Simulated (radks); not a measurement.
All-electron atom: Ca+ in [Ar] 4s1. All-electron calculation, scalar-relativistic Kohn-Sham, PBE, spin-polarised, spherical densities, finite nucleus; open shells are filled with parallel spins first; Fermi nuclear charge, rms radius 3.4776 fm. Program: a radial shooting solver on a logarithmic mesh with Libxc functionals.

Normalised radial functions P(r) = r R(r), r in bohr:

| r | 2p up | 2p down |
|---|---|---|
| 0.003759 | 0.0037 | 0.0037 |
| 0.004307 | 0.0048 | 0.0048 |
| 0.004934 | 0.0062 | 0.0062 |
| 0.005608 | 0.0079 | 0.0079 |
| 0.006425 | 0.0103 | 0.0103 |
| 0.007361 | 0.0133 | 0.0133 |
| 0.008434 | 0.0171 | 0.0171 |
| 0.009585 | 0.0218 | 0.0218 |
| 0.01098 | 0.0281 | 0.0281 |
| 0.01258 | 0.0362 | 0.0362 |
| 0.0143 | 0.0458 | 0.0458 |
| 0.01638 | 0.0587 | 0.0587 |
| 0.01877 | 0.0751 | 0.0751 |
| 0.0215 | 0.0957 | 0.0957 |
| 0.02444 | 0.1199 | 0.1199 |
| 0.028 | 0.1516 | 0.1516 |
| 0.03208 | 0.1909 | 0.1909 |
| 0.03675 | 0.2391 | 0.2391 |
| 0.04177 | 0.2939 | 0.2939 |
| 0.04786 | 0.3634 | 0.3634 |
| 0.05483 | 0.4459 | 0.4459 |
| 0.06282 | 0.5423 | 0.5423 |
| 0.0714 | 0.6460 | 0.6460 |
| 0.0818 | 0.7695 | 0.7695 |
| 0.09371 | 0.9050 | 0.9050 |
| 0.1065 | 1.0407 | 1.0408 |
| 0.122 | 1.1888 | 1.1888 |
| 0.1398 | 1.3342 | 1.3342 |
| 0.1602 | 1.4679 | 1.4679 |
| 0.182 | 1.5738 | 1.5738 |
| 0.2086 | 1.6543 | 1.6543 |
| 0.2389 | 1.6914 | 1.6914 |
| 0.2738 | 1.6767 | 1.6767 |
| 0.3111 | 1.6116 | 1.6116 |
| 0.3565 | 1.4889 | 1.4889 |
| 0.4084 | 1.3181 | 1.3182 |
| 0.4642 | 1.1254 | 1.1255 |
| 0.5318 | 0.9037 | 0.9038 |
| 0.6093 | 0.6841 | 0.6841 |
| 0.698 | 0.4854 | 0.4853 |
| 0.7933 | 0.3289 | 0.3288 |
| 0.9089 | 0.2009 | 0.2008 |
| 1.041 | 0.1118 | 0.1117 |
| 1.193 | 0.0560 | 0.0560 |
| 1.356 | 0.0262 | 0.0262 |
| 1.553 | 0.0103 | 0.0103 |
| 1.78 | 0.0035 | 0.0035 |
| 2.039 | 0.0010 | 0.0010 |
| 2.318 | 0.0003 | 0.0003 |
| 2.655 | 0.0000 | 0.0000 |
| 3.042 | 0.0000 | 0.0000 |
| 3.457 | 0.0000 | 0.0000 |
| 3.961 | 0.0000 | 0.0000 |
| 4.538 | 0.0000 | 0.0000 |
| 5.199 | 0.0000 | 0.0000 |
| 5.909 | 0.0000 | 0.0000 |
| 6.77 | 0.0000 | 0.0000 |
| 7.756 | 0.0000 | 0.0000 |
| 8.886 | 0.0000 | 0.0000 |
| 10.1 | 0.0000 | 0.0000 |
| 11.57 | 0.0000 | 0.0000 |

2p up: eigenvalue -341.71 eV, 0 radial nodes, <r> = 0.328 bohr, 90 % of the charge inside 0.541 bohr. 2p down: eigenvalue -341.68 eV, 0 radial nodes, <r> = 0.328 bohr, 90 % of the charge inside 0.541 bohr.
